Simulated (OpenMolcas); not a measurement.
Se I: effect of the IPEA shift

* Program: OpenMolcas 26.06
* Basis: ANO-RCC-VTZP [6s5p3d1f]
* Scalar Hamiltonian: DKH2, point nucleus
* Active space: 6 electrons in 8 orbitals (4s 4p 5s 5p)
* State averaging: 2S+1 = 3 even, 3 roots; 2S+1 = 1 even, 6 roots
* Spin-orbit coupling: state interaction with AMFI integrals over the reference wave functions, term energies averaged over their components

Methods on the same reference wave functions:
A. CASSCF
B. SS-CASPT2, IPEA 0 Eh, imaginary shift 0.1 Eh (closed shells correlated: 3d)
C. SS-CASPT2, IPEA 0.25 Eh, imaginary shift 0.1 Eh (closed shells correlated: 3d)

Energies in cm-1 above 4s2 4p4 3P2, the measured ground level; measured values from NIST Handbook of Basic Atomic Spectroscopic Data.

| Level | A | B | C | Measured |
| --- | --- | --- | --- | --- |
| 4s2 4p4 3P2 | 0.0 | 0.0 | 0.0 | 0.0 |
| 4s2 4p4 3P1 | 1744 | 1758 | 1760 | 1989 |
| 4s2 4p4 3P0 | 2253 | 2300 | 2300 | 2534 |
| 4s2 4p4 1D2 | 11529 | 10330 | 10170 | 9576 |
| 4s2 4p4 1S0 | 20910 | 22900 | 22810 | 22446 |

Deviations, from unrounded energies. A percentage is the sum of absolute deviations over the sum of measured energies, with the sign that they share, or ± where signs differ.

```json
{"Against measurement": "mean absolute deviation (cm-1)", "Levels": "4", "A": "1000", "B": "420", "C": "360"}
{"Against measurement": "fine structure of the ground term (%)", "Levels": "2", "A": "-11.6", "B": "-10.4", "C": "-10.3"}
{"Against measurement": "other terms of the ground configuration (%)", "Levels": "2", "A": "±10.9", "B": "+3.8", "C": "+3.0"}
```

C lies closest to measurement on these levels and A furthest from it. The largest miss of C in the table is 4s2 4p4 1D2, by +600 cm-1. The ranking rests on the paired levels alone, and a cruder setting can come out closer through cancelling errors.

Between B and C the level of the table that moves most is 4s2 4p4 1D2, by 150 cm-1 (lowest in C, highest in B). Moves below CASPT2's spread within the term are not significant.

From A to B the spin-free energies of the other terms of 4s2 4p4 shown, above 3P, scale by factors of 0.88 to 1.10.

The lowest spin-free term lies below A's lowest term by 0.146 hartree in B, 0.141 hartree in C.

CASPT2 does not keep the components of a term degenerate, so their means are used; among the terms shown or strongly mixed into the levels shown the widest spread is 56 cm-1 (4s2 4p4 1D, C). Active for correlation alone: 5p 5s; no level in the range computed is led by a configuration that fills them, so any true level of that kind is missing. Without dynamic correlation excited terms often stand tens of per cent too high (terms of higher spin than the ground term too low), and those without a measured partner can miss by more than the paired ones (holds for A). Measured partners are found by configuration, term and J. A level has none where our copy of the source lacks it or the pairing is in doubt (some pairs that miss far off the trend of their configuration count as doubtful), and it then counts in no deviation. Levels of configurations outside the active space are missing.
